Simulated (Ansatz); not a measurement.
Start from `C=[C]([SiH3])[GeH3]` and change one atom or group to get `C=C([SiH3])CF`.

Ansatz, PBE0-D4/def2-TZVP geometries, multiplicity 1. Each molecule was computed in one conformer, which needn't be the lowest.

Scalar relativity is left out up to krypton.

```tsv
property	`C=[C]([SiH3])[GeH3]`
HOMO–LUMO gap (B3LYP/def2-TZVPP) / eV	6.86
LUMO energy (PBE/def2-TZVPP) / eV	-1.78
HOMO–LUMO gap (PBE0/def2-TZVPP) / eV	7.29
size of the dipole moment (B3LYP/def2-TZVPP) / D	0.75
LUMO energy (PBE0/def2-TZVPP) / eV	-0.78
LUMO energy (ωB97M-V/def2-TZVPP) / eV	1.33
```

Problem. What does the change do to each property? (An estimate is asked.)

Solution. The calculation gave: 
```json
{"property": "HOMO–LUMO gap (B3LYP/def2-TZVPP) / eV", "`C=C([SiH3])CF`": "6.98", "shift": "0.12"}
{"property": "LUMO energy (PBE/def2-TZVPP) / eV", "`C=C([SiH3])CF`": "-1.44", "shift": "0.34"}
{"property": "HOMO–LUMO gap (PBE0/def2-TZVPP) / eV", "`C=C([SiH3])CF`": "7.42", "shift": "0.13"}
{"property": "size of the dipole moment (B3LYP/def2-TZVPP) / D", "`C=C([SiH3])CF`": "1.06", "shift": "0.31"}
{"property": "LUMO energy (PBE0/def2-TZVPP) / eV", "`C=C([SiH3])CF`": "-0.44", "shift": "0.34"}
{"property": "LUMO energy (ωB97M-V/def2-TZVPP) / eV", "`C=C([SiH3])CF`": "1.66", "shift": "0.33"}
```

With PBE0 the HOMO rises by 0.21 eV and the LUMO rises by 0.34 eV, so the gap widens by about 0.13 eV. PBE moves the HOMO by 0.23 eV and ωB97M-V by 0.17 eV. Dipoles are sizes alone; their direction can turn.

B3LYP here is the variant with VWN-RPA as its local correlation; programs differ in this.
